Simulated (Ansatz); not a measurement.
Relaxation of AlF₂H₃O (7 atoms, charge 0, multiplicity 1), to a largest force component of 0.03 eV/Å in at most 50 steps.

The calculation used RKS PBE0-D4/def2-SVP (Ansatz).

```xyz
7
Properties=species:S:1:pos:R:3:forces:R:3
Al -0.072 -0.245 0.022 -0.03 0.37 1.06
O -0.032 -0.271 1.775 0.08 0.29 -0.93
H -0.829 -0.419 2.288 -0.07 -0.04 0.02
F 1.416 -0.297 -0.706 -0.01 -0.01 -0.02
H -1.408 -0.287 -0.801 0.05 -0.03 -0.01
F 0.057 2.459 0.997 -0.04 -0.19 -0.32
H 0.220 1.919 1.731 0.02 -0.39 0.21
```

Question: Where does it end, and by what steps?

Answer: It converged. After 20 steps the energy has fallen by 1.436 eV; H7 moved furthest, 1.08 Å. Parted: F6–H7 (0.93 → 2.30 Å). Joined: Al1–F6 (2.88 → 1.69 Å), O2–H7 (2.20 → 0.97 Å).

```json
{"step": "0", "energy less start (eV)": "0.0000", "largest force component (eV/Å)": "1.058", "accepted": "yes"}
{"step": "1", "energy less start (eV)": "-0.2015", "largest force component (eV/Å)": "0.500", "accepted": "yes"}
{"step": "2", "energy less start (eV)": "-0.3545", "largest force component (eV/Å)": "0.651", "accepted": "yes"}
{"step": "3", "energy less start (eV)": "-0.5399", "largest force component (eV/Å)": "0.789", "accepted": "yes"}
{"step": "4", "energy less start (eV)": "-0.5905", "largest force component (eV/Å)": "1.103", "accepted": "yes"}
{"step": "5", "energy less start (eV)": "-0.6405", "largest force component (eV/Å)": "0.498", "accepted": "yes"}
{"step": "6", "energy less start (eV)": "-0.4573", "largest force component (eV/Å)": "4.783", "accepted": "no"}
{"step": "7", "energy less start (eV)": "-0.7224", "largest force component (eV/Å)": "0.531", "accepted": "yes"}
{"step": "8", "energy less start (eV)": "-0.8229", "largest force component (eV/Å)": "0.865", "accepted": "yes"}
{"step": "9", "energy less start (eV)": "-0.8688", "largest force component (eV/Å)": "4.354", "accepted": "yes"}
{"step": "10", "energy less start (eV)": "-1.2301", "largest force component (eV/Å)": "1.096", "accepted": "yes"}
{"step": "11", "energy less start (eV)": "-1.3207", "largest force component (eV/Å)": "1.000", "accepted": "yes"}
{"step": "12", "energy less start (eV)": "-1.3055", "largest force component (eV/Å)": "1.268", "accepted": "no"}
{"step": "13", "energy less start (eV)": "-1.3952", "largest force component (eV/Å)": "0.783", "accepted": "yes"}
{"step": "14", "energy less start (eV)": "-1.4172", "largest force component (eV/Å)": "0.469", "accepted": "yes"}
{"step": "15", "energy less start (eV)": "-1.4335", "largest force component (eV/Å)": "0.096", "accepted": "yes"}
{"step": "16", "energy less start (eV)": "-1.4338", "largest force component (eV/Å)": "0.300", "accepted": "yes"}
{"step": "17", "energy less start (eV)": "-1.4350", "largest force component (eV/Å)": "0.259", "accepted": "yes"}
{"step": "18", "energy less start (eV)": "-1.4361", "largest force component (eV/Å)": "0.054", "accepted": "yes"}
{"step": "19", "energy less start (eV)": "-1.4362", "largest force component (eV/Å)": "0.038", "accepted": "yes"}
{"step": "20", "energy less start (eV)": "-1.4364", "largest force component (eV/Å)": "0.003", "accepted": "yes"}
```

```xyz
7
Properties=species:S:1:pos:R:3
Al 0.005 0.448 -0.094
O -0.030 0.110 1.857
H -0.773 -0.372 2.243
F 1.430 -0.260 -0.592
H -1.364 -0.164 -0.588
F 0.094 2.100 0.231
H -0.009 0.998 2.248
```

Whether the end is a true minimum wasn't checked by a vibrational analysis.

Time of the run: 31 s on 2 threads of Arm Neoverse V1, with other jobs on the host, peak memory 0.16 GiB.
